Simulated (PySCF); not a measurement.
`C=C[P@](C)(=S)CSC`, C$_{5}$H$_{11}$PS$_{2}$

Geometry (Å), atoms numbered from 1 in this order:
```xyz
19

C    -0.749    2.411    0.523
C    -1.163    1.227    0.109
P    -0.330   -0.284    0.677
C    -1.689   -1.315    1.367
S     1.164   -0.036    1.886
C     0.054   -1.148   -0.923
S     0.813   -0.019   -2.132
C     2.501    0.059   -1.477
H     0.084    2.486    1.208
H    -1.208    3.333    0.204
H    -1.983    1.096   -0.584
H    -2.530   -1.380    0.680
H    -2.009   -0.863    2.305
H    -1.295   -2.310    1.575
H    -0.868   -1.509   -1.381
H     0.728   -1.987   -0.741
H     2.964   -0.920   -1.564
H     3.034    0.782   -2.085
H     2.471    0.385   -0.442
```

Computed with PySCF, GIAO B3LYP/pcSseg-1 magnetisability, rotational g tensor and spin-rotation constants, non-relativistic, gas phase. Geometry: GFN2-xTB.

(1) Give the nuclear spin-rotation constants along the inertial axes (H = +C I·J) beside the isotropic shieldings.

(2) How do the rotational constants and the g tensor change when H9, H10, H11, H12, H13, H14, H15, H16, H17, H18, H19 are replaced by deuterium?

Results:

(1) Rotational constants 1.4611, 0.8966, 0.8552 GHz. A star marks the isotopologue with that one atom substituted, in its own axes.
| atom | isotope | Caa (kHz) | Cbb (kHz) | Ccc (kHz) | mean (kHz) | σ (ppm) |
| --- | --- | --- | --- | --- | --- | --- |
| P3 | 31P | 2.715 | 1.295 | 1.525 | 1.845 | 272.7 |
| H9 | 1H | -0.154 | 0.059 | -0.052 | -0.049 | 24.9 |
| H10 | 1H | -0.168 | 0.011 | -0.006 | -0.054 | 25.2 |
| H11 | 1H | -0.169 | 0.067 | -0.067 | -0.056 | 25.5 |
| H12 | 1H | -0.160 | 0.000 | -0.084 | -0.081 | 30.4 |
| H13 | 1H | 0.024 | -0.115 | -0.080 | -0.057 | 30.4 |
| H14 | 1H | -0.165 | -0.058 | -0.020 | -0.081 | 30.1 |
| H15 | 1H | -0.164 | -0.022 | -0.048 | -0.078 | 29.4 |
| H16 | 1H | -0.157 | -0.016 | -0.054 | -0.075 | 29.2 |
| H17 | 1H | -0.138 | -0.057 | -0.023 | -0.073 | 29.7 |
| H18 | 1H | -0.061 | -0.101 | -0.040 | -0.067 | 30.3 |
| H19 | 1H | -0.011 | -0.068 | -0.054 | -0.044 | 27.6 |
| C1 | 13C* | 0.190 | 0.469 | 0.317 | 0.325 | 37.1 |
| C2 | 13C* | 0.239 | 0.455 | 0.296 | 0.330 | 39.4 |
| C4 | 13C* | 0.233 | 0.151 | 0.142 | 0.175 | 153.3 |
| S5 | 33S* | 0.149 | 0.169 | 0.134 | 0.151 | 731.6 |
| C6 | 13C* | 0.269 | 0.161 | 0.172 | 0.201 | 137.8 |
| S7 | 33S* | 0.327 | 0.252 | 0.203 | 0.261 | 518.8 |
| C8 | 13C* | 0.245 | 0.126 | 0.136 | 0.169 | 158.9 |

For the geometry as given, no vibrational averaging.

(2) Constants 1.2577, 0.7885, 0.7722 GHz; g -0.0025, -0.0079, -0.0110, against -0.0023, -0.0087, -0.0127 before.
